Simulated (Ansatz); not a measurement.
Two shapes of singlet AlCl3.

Shape 1:

```xyz
4

Al    0.0225   -0.0352   -0.0274
Cl    2.1244   -0.0067   -0.0197
Cl   -1.0471    1.7515   -0.0067
Cl   -1.0503   -1.8456    0.0184
```

Shape 2:

```xyz
4

Al    0.0000    0.0000    0.0000
Cl    1.9126    0.0000    0.0000
Cl   -0.9563    1.6564    0.0000
Cl   -0.9563   -1.6564    0.0000
```

Basis set: cc-pVTZ (spherical functions). Frozen core: 20 orbitals. Charge 0, multiplicity 1.

Computed with Ansatz (development build ahead of 0.2.0); each method stands on the lowest determinant of its kind that the runs found.

Which shape is lower in energy, and by how much in each method?

| method | E(2) − E(1) (eV) |
| --- | --- |
| RHF | 1.040 |
| RHF-MP2 | 1.042 |

Shape 1 is lower. Caution: no unrestricted run beside it, a lower state can exist.
